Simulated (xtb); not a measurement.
Spectroscopic constants of ZrAs, multiplicity 2 (lowest of 2S+1 = 2, 4, 6, 8 at PBE0/def2-TZVPP; our sources give no spin for the ground state, which may be another). No spin–orbit coupling. As is treated without relativity.

The constants come from a fifth-degree fit in 1/R (seven points, main isotopes). In def2 and cc sets the state is the lowest found near the PBE0 minimum, followed along R.

Codes used: xtb for the GFN methods.  The GFN methods have no spin term and hold the electronic entropy of 300 K.

Energies at GFN2-xTB:

```
R (Å)     E (hartree)
--------  -----------
2.124854  -3.69278445
2.181973  -3.72485928
2.234524  -3.74431849
2.293928  -3.75770708
2.353333  -3.76436511
2.421876  -3.76609178
2.501844  -3.76261748
```

Task: With a reduced mass of 40.8661 u, find the minimum, the force constant and the constants.

Result: A fifth-degree polynomial in 1/R puts the minimum at r_e = 2.4102 Å with force constant 434 N/m. Then ω_e = (1/2πc)√(k/μ) = 425 cm⁻¹ and B_e = h/(8π²cμr_e²) = 0.07101 cm⁻¹; the cubic and quartic terms give α_e = 0.00025 and ω_e x_e = 1.2 cm⁻¹.
